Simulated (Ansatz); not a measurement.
A nudged elastic band was laid between two geometries of Cl3H3NOTa + H2 (11 atoms, charge 0, multiplicity 1).

Computed with Ansatz 0.2.0, RKS PBE-D4/def2-SVP.

```json
{"movable images": "6", "climbing image": "no", "spring": "5.0 eV/Å²", "optimiser": "quadratic models (default)", "start path": "through a guess of the saddle point", "force threshold": "0.05 eV/Å", "iteration limit": "60", "end points": "relaxed"}
```

Image 0:

```xyz
11
Properties=species:S:1:pos:R:3
Ta -0.243 0.449 0.071
O 1.494 1.184 0.148
H 2.435 1.345 -0.022
N 0.152 -0.534 1.726
H -0.496 -1.189 2.172
H 1.043 -0.463 2.227
Cl 0.268 -0.517 -2.011
Cl -1.300 2.508 0.325
Cl -2.304 -0.710 0.062
H 2.121 -3.019 0.002
H 1.771 -2.631 -0.564
```

Image 7:

```xyz
11
Properties=species:S:1:pos:R:3
Ta -0.241 -0.317 -0.039
O 2.013 0.209 -0.444
H 2.247 1.044 0.015
N 0.113 -0.815 1.851
H 0.512 -1.671 2.244
H -0.313 -0.249 2.600
Cl -0.210 -0.870 -2.324
Cl -0.031 2.028 0.310
Cl -2.532 -0.669 0.113
H 0.761 -1.778 -0.056
H 2.621 -0.489 -0.133
```

(1) What changes between the two ends?

(2) Give the energies along the band, and the barrier.

(3) What is the geometry of the highest image?

Results:

(1) Bonds broken: H10–H11. Bonds formed: Ta1–H10, O2–H11. Cl3H3NOTa + H2 becomes Cl3H5NOTa.

(2) The forces met the threshold. The highest image is number 5 of 0 to 7, 1.03 eV above the first end and 0.29 eV above the last; the last end lies 0.74 eV above the first. No image climbed, so the highest image needn't sit at the top of the path. The orbitals stay closed-shell, which can raise the energy where a bond breaks towards radicals; this wasn't checked here.

```json
{"image": "0", "path coordinate (Å)": "0.00", "energy (eV)": "0.00", "H10–H11 (Å)": "0.77", "Ta1–H10 (Å)": "4.20", "O2–H11 (Å)": "3.89"}
{"image": "1", "path coordinate (Å)": "0.95", "energy (eV)": "0.04", "H10–H11 (Å)": "0.77", "Ta1–H10 (Å)": "3.50", "O2–H11 (Å)": "3.57"}
{"image": "2", "path coordinate (Å)": "1.91", "energy (eV)": "0.16", "H10–H11 (Å)": "0.77", "Ta1–H10 (Å)": "2.95", "O2–H11 (Å)": "2.99"}
{"image": "3", "path coordinate (Å)": "2.86", "energy (eV)": "0.42", "H10–H11 (Å)": "0.77", "Ta1–H10 (Å)": "2.52", "O2–H11 (Å)": "2.37"}
{"image": "4", "path coordinate (Å)": "3.81", "energy (eV)": "0.94", "H10–H11 (Å)": "0.81", "Ta1–H10 (Å)": "2.19", "O2–H11 (Å)": "1.83"}
{"image": "5", "path coordinate (Å)": "4.77", "energy (eV)": "1.03", "H10–H11 (Å)": "1.58", "Ta1–H10 (Å)": "1.83", "O2–H11 (Å)": "1.01"}
{"image": "6", "path coordinate (Å)": "5.73", "energy (eV)": "0.80", "H10–H11 (Å)": "2.05", "Ta1–H10 (Å)": "1.78", "O2–H11 (Å)": "0.98"}
{"image": "7", "path coordinate (Å)": "6.68", "energy (eV)": "0.74", "H10–H11 (Å)": "2.26", "Ta1–H10 (Å)": "1.77", "O2–H11 (Å)": "0.98"}
```

(3) 
```xyz
11
Properties=species:S:1:pos:R:3:forces:R:3
Ta -0.257 -0.295 -0.094 -0.12 -0.17 -0.03
O 2.017 0.187 -0.360 0.06 -0.16 0.00
H 2.381 0.483 0.499 -0.03 0.01 0.00
N 0.170 -0.454 1.859 -0.01 0.00 0.00
H 0.389 -1.314 2.372 0.09 0.01 0.01
H 0.150 0.349 2.501 -0.08 -0.06 0.01
Cl -0.053 -0.431 -2.439 -0.01 -0.05 0.01
Cl -0.544 2.021 0.223 0.14 -0.02 0.00
Cl -2.192 -1.533 -0.034 -0.14 0.03 0.00
H 0.820 -1.773 -0.077 -0.14 0.06 0.05
H 2.059 -0.816 -0.312 0.24 0.35 -0.05
```

The run took 3.5 min on 4 threads of Arm Neoverse V2, with other jobs on the host, peak memory 0.22 GiB.
